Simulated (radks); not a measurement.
Results of a calculation; reference values are marked as such.
Se3+, configuration [Ar] 3d10 4s2 4p1. Level of theory: Dirac Kohn-Sham, PBEsol, spin-unpolarised, spherical densities, point nucleus; open shells fill j = l - 1/2 first (a radial shooting solver on a logarithmic mesh with Libxc functionals).

Unscreened Slater integrals over Kohn-Sham orbitals (eV). Large and small components are both included. Empty in this configuration: 4p3/2.

| integral | value |
|---|---|
| F0(4p1/2,4p1/2) | 13.165 |
| F0(4p1/2,4s1/2) | 13.956 |
| G1(4p1/2,4s1/2) | 9.4468 |
| F0(4p1/2,3d5/2) | 16.936 |
| G3(4p1/2,3d5/2) | 1.2357 |
| F0(4p1/2,3d3/2) | 16.948 |
| G1(4p1/2,3d3/2) | 1.3451 |
| F0(4p1/2,4p3/2) | 13.073 |
| G2(4p1/2,4p3/2) | 6.9508 |
| F0(4s1/2,4s1/2) | 14.942 |
| F0(4s1/2,3d5/2) | 18.911 |
| G2(4s1/2,3d5/2) | 1.7837 |
| F0(4s1/2,3d3/2) | 18.925 |
| G2(4s1/2,3d3/2) | 1.7623 |
| F0(4s1/2,4p3/2) | 13.842 |
| G1(4s1/2,4p3/2) | 9.2969 |
| F0(3d5/2,3d5/2) | 39.819 |
| F2(3d5/2,3d5/2) | 18.913 |
| F4(3d5/2,3d5/2) | 11.866 |
| F0(3d5/2,3d3/2) | 39.952 |
| F2(3d5/2,3d3/2) | 18.971 |
| G2(3d5/2,3d3/2) | 18.936 |
| G4(3d5/2,3d3/2) | 11.881 |
| F0(3d5/2,4p3/2) | 16.724 |
| F2(3d5/2,4p3/2) | 3.6868 |
| G1(3d5/2,4p3/2) | 1.3072 |
| G3(3d5/2,4p3/2) | 1.1945 |
| F0(3d3/2,3d3/2) | 40.086 |
| F2(3d3/2,3d3/2) | 19.031 |
| F0(3d3/2,4p3/2) | 16.736 |
| F2(3d3/2,4p3/2) | 3.6639 |
| G1(3d3/2,4p3/2) | 1.2927 |
| G3(3d3/2,4p3/2) | 1.1825 |
| F0(4p3/2,4p3/2) | 12.984 |
| F2(4p3/2,4p3/2) | 6.9097 |
